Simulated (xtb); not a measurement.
HgI2 (SMILES [I][Hg][I]), singlet, from a rough starting geometry (GFN-xTB shapes and energies of metal compounds can be far from the true ones); GFN2-xTB in xtb 6.7.1.

The xtb input:
```
$ xtb mol.xyz --gfn 2 --opt vtight --json

# file mol.xyz
3

Hg    -0.00127973    -0.00763718     0.03357520
I     -0.29612174     2.00194755    -1.59110508
I      0.24744104    -1.98611135     1.59181316
```

What the program printed (banner, timings and long lists left out):

```
   ID    Z sym.   atoms
    1   80 Hg     1
    2   53 I      2, 3

           -------------------------------------------------
          |                Calculation Setup                |
           -------------------------------------------------

           -------------------------------------------------
          |                 G F N 2 - x T B                 |
           -------------------------------------------------

          ...................................................
          :                      SETUP                      :
          :.................................................:
          :  # basis functions                  24          :
          :  # atomic orbitals                  22          :
          :  # shells                            8          :
          :  # electrons                        16          :
          :  max. iterations                   250          :
          :  Hamiltonian                  GFN2-xTB          :
          :  restarted?                      false          :
          :  GBSA solvation                  false          :
          :  PC potential                    false          :
          :  electronic temp.          300.0000000     K    :
          :  accuracy                    1.0000000          :
          :  -> integral cutoff          0.2500000E+02      :
          :  -> integral neglect         0.1000000E-07      :
          :  -> SCF convergence          0.1000000E-05 Eh   :
          :  -> wf. convergence          0.1000000E-03 e    :
          :  Broyden damping             0.4000000          :
          :  net charge                          0          :
          :  unpaired electrons                  0          :
          ...................................................

 iter      E             dE          RMSdq      gap      omega  full diag
   1     -8.5243242 -0.852432E+01  0.221E+01    4.50       0.0  T
   2     -8.5363467 -0.120225E-01  0.138E+01    4.68       1.0  T
   3     -8.5396502 -0.330347E-02  0.706E+00    4.74       1.0  T
   4     -8.5404788 -0.828677E-03  0.276E+00    4.87       1.0  T
   5     -8.5406142 -0.135400E-03  0.364E-01    4.88       1.0  T
   6     -8.5406214 -0.720595E-05  0.193E-01    4.88       1.0  T
   7     -8.5406233 -0.183363E-05  0.538E-02    4.88       1.1  T
   8     -8.5406234 -0.155117E-06  0.488E-02    4.88       1.2  T
   9     -8.5406235 -0.597975E-07  0.101E-02    4.88       5.7  T
  10     -8.5406235 -0.308107E-08  0.325E-04    4.88     177.4  T
  11     -8.5406235 -0.106866E-10  0.160E-04    4.88     361.3  T

   *** convergence criteria satisfied after 11 iterations ***

         :::::::::::::::::::::::::::::::::::::::::::::::::::::
         ::                     SUMMARY                     ::
         :::::::::::::::::::::::::::::::::::::::::::::::::::::
         :: total energy              -8.526391360630 Eh    ::
         :: gradient norm              0.020270319368 Eh/a0 ::
         :: HOMO-LUMO gap              4.877251311257 eV    ::
         ::.................................................::
         :: SCC energy                -8.540623804928 Eh    ::
         :: -> isotropic ES            0.008638352253 Eh    ::
         :: -> anisotropic ES          0.002670979221 Eh    ::
         :: -> anisotropic XC         -0.020656134959 Eh    ::
         :: -> dispersion             -0.002944982250 Eh    ::
         :: repulsion energy           0.014232444298 Eh    ::
         :: add. restraining           0.000000000000 Eh    ::
         :: total charge               0.000000000000 e     ::
         :::::::::::::::::::::::::::::::::::::::::::::::::::::

      -----------------------------------------------------------
     |                   =====================                   |
     |                        A N C O P T                        |
     |                   =====================                   |
[...]
 * total energy  :    -8.5263914 Eh     change       -0.4540368E-11 Eh
 * total energy  :    -8.5196340 Eh     change        0.6757316E-02 Eh
 * total energy  :    -8.5246383 Eh     change       -0.5004293E-02 Eh
 * total energy  :    -8.5186826 Eh     change        0.5955735E-02 Eh
 * total energy  :    -8.5269928 Eh     change       -0.8310248E-02 Eh
 * total energy  :    -8.5270950 Eh     change       -0.1021950E-03 Eh
 * total energy  :    -8.5271244 Eh     change       -0.2930712E-04 Eh
 * total energy  :    -8.5271245 Eh     change       -0.1635004E-06 Eh
 * total energy  :    -8.5271246 Eh     change       -0.7527209E-07 Eh
   *** GEOMETRY OPTIMIZATION CONVERGED AFTER 9 ITERATIONS ***
         :: total energy              -8.527124590520 Eh    ::
[...]
         :::::::::::::::::::::::::::::::::::::::::::::::::::::

           -------------------------------------------------
          |                Property Printout                |
           -------------------------------------------------

    * Orbital Energies and Occupations

         #    Occupation            Energy/Eh            Energy/eV
      -------------------------------------------------------------
         1        2.0000           -0.7823974             -21.2901
         2        2.0000           -0.7775386             -21.1579
         3        2.0000           -0.5726698             -15.5831
         4        2.0000           -0.4737711             -12.8920
         5        2.0000           -0.4736858             -12.8896
         6        2.0000           -0.4736858             -12.8896
         7        2.0000           -0.4552291             -12.3874
         8        2.0000           -0.4552291             -12.3874 (HOMO)
         9                         -0.2838736              -7.7246 (LUMO)
        10                         -0.1252110              -3.4072
        11                         -0.1252110              -3.4072
        12                         -0.0237630              -0.6466
        13                         -0.0237463              -0.6462
        14                         -0.0237463              -0.6462
        15                         -0.0154572              -0.4206
        16                         -0.0154572              -0.4206
        17                         -0.0151476              -0.4122
        18                         -0.0151476              -0.4122
        19                          0.0854855               2.3262
       ...                                ...                  ...
        22                          1.8577952              50.5532
      -------------------------------------------------------------
                  HL-Gap            0.1713556 Eh            4.6628 eV
             Fermi-level           -0.3695514 Eh          -10.0560 eV

     #   Z          covCN         q      C6AA      α(0)
     1  80 Hg       1.769     0.109   294.491    29.773
     2  53 I        0.885    -0.054   375.765    33.463
     3  53 I        0.885    -0.054   375.765    33.463

 Mol. C6AA /au·bohr⁶  :       3126.130518
 Mol. C8AA /au·bohr⁸  :     295188.083061
 Mol. α(0) /au        :         96.700028

Wiberg/Mayer (AO) data.
largest (>0.10) Wiberg bond orders for each atom

 ---------------------------------------------------------------------------
     #   Z sym  total        # sym  WBO       # sym  WBO       # sym  WBO
 ---------------------------------------------------------------------------
     1  80 Hg   2.280 --     2 I    1.140     3 I    1.140
     2  53 I    1.404 --     1 Hg   1.140     3 I    0.264
     3  53 I    1.404 --     1 Hg   1.140     2 I    0.264
 ---------------------------------------------------------------------------

Topologies differ in total number of bonds
Writing topology from bond orders to xtbtopo.mol

molecular dipole:
                 x           y           z       tot (Debye)
 q only:       -0.000       0.000      -0.000
   full:        0.000      -0.000       0.000       0.000
molecular quadrupole (traceless):
                xx          xy          yy          xz          yz          zz
 q only:        1.258       0.321      -1.058      -0.256       1.883      -0.200
  q+dip:       10.009       2.553      -8.416      -2.037      14.977      -1.593
   full:       11.461       2.923      -9.637      -2.332      17.149      -1.824

optimized geometry written to: xtbopt.xyz

           -------------------------------------------------
          | TOTAL ENERGY               -8.527124590520 Eh   |
          | GRADIENT NORM               0.000000918103 Eh/α |
          | HOMO-LUMO GAP               4.662823100563 eV   |
           -------------------------------------------------

normal termination of xtb
```
